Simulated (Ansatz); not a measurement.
# A relaxation, step by step

GaH$_{3}$Cl$_{2}$O, singlet, PBE0-D4/def2-TZVP (Ansatz 0.2.0). Settings:

```yaml
hamiltonian: {xc: pbe0, dispersion: d4}
relax: {f_tol: 0.005, max_steps: 200}
```

Start, a step off a saddle point along its unstable mode:

Ga1  (0.268, -0.605, -0.354)
H2  (1.001, 0.845, -0.717)
Cl3  (-0.672, -1.606, -1.978)
Cl4  (1.201, -1.685, 1.246)
H5  (-0.051, 1.222, 0.030)
O6  (-0.817, 0.900, 0.401)
H7  (-0.931, 0.929, 1.372)
(Å)

```csv
step,energy less the last (meV),largest force component (eV/Å)
1,1150.0,5.523
2,537.6,0.941
3,347.8,0.860
4 (rejected trial),369.3,2.316
5,221.2,0.618
6,144.9,0.363
7,67.6,0.316
8,36.2,1.189
9 (rejected trial),176.0,0.983
10,1.4,0.094
11,0.2,0.030
12,0.0,0.008
13,0.0,0.004
```

Step 5, positions (Å) and forces (eV/Å):

```tsv
atom	x	y	z	Fx	Fy	Fz
Ga1	0.447	-0.580	-0.470	0.104	0.033	-0.076
H2	1.221	0.732	-0.867	0.257	-0.267	-0.241
Cl3	-0.743	-1.671	-1.884	0.039	0.047	0.086
Cl4	1.132	-1.712	1.236	-0.071	0.047	-0.023
H5	-0.208	1.547	0.195	-0.618	-0.184	0.420
O6	-0.852	0.843	0.418	0.219	0.336	-0.184
H7	-0.998	0.841	1.371	0.070	-0.013	0.017
```

Step 7, positions (Å) and forces (eV/Å):

```
atom       x       y       z      Fx      Fy      Fz
 Ga1   0.506  -0.561  -0.512  -0.090   0.093   0.063
  H2   1.379   0.630  -1.004   0.140  -0.077  -0.107
 Cl3  -0.766  -1.658  -1.846  -0.005   0.011   0.013
 Cl4   1.068  -1.659   1.264  -0.029   0.047   0.010
  H5  -0.360   1.680   0.312  -0.310  -0.286   0.075
  O6  -0.846   0.844   0.416   0.261   0.316   0.190
  H7  -0.982   0.725   1.369   0.034  -0.105  -0.244
```

Step 8, positions (Å) and forces (eV/Å):

| atom | x | y | z | Fx | Fy | Fz |
| --- | --- | --- | --- | --- | --- | --- |
| Ga1 | 0.543 | -0.526 | -0.559 | -0.192 | 0.139 | 0.135 |
| H2 | 1.511 | 0.548 | -1.130 | 0.042 | -0.086 | -0.022 |
| Cl3 | -0.811 | -1.628 | -1.814 | 0.065 | 0.015 | 0.027 |
| Cl4 | 0.975 | -1.519 | 1.330 | 0.026 | 0.001 | -0.060 |
| H5 | -0.451 | 1.752 | 0.439 | -0.507 | -1.189 | -0.003 |
| O6 | -0.825 | 0.836 | 0.401 | 0.416 | 0.879 | 0.761 |
| H7 | -0.940 | 0.537 | 1.332 | 0.150 | 0.241 | -0.838 |

Last step (13):

```xyz
7
angstrom
Ga 0.5283 -0.4921 -0.5530
H 1.5580 0.5020 -1.1558
Cl -0.8209 -1.6069 -1.7980
Cl 0.9628 -1.4832 1.3377
H -0.4989 1.7459 0.4730
O -0.8202 0.8404 0.3986
H -0.9092 0.4936 1.2973
```

The run took about 32 s on 4 CPU threads of an Arm Neoverse V2 (shared host).
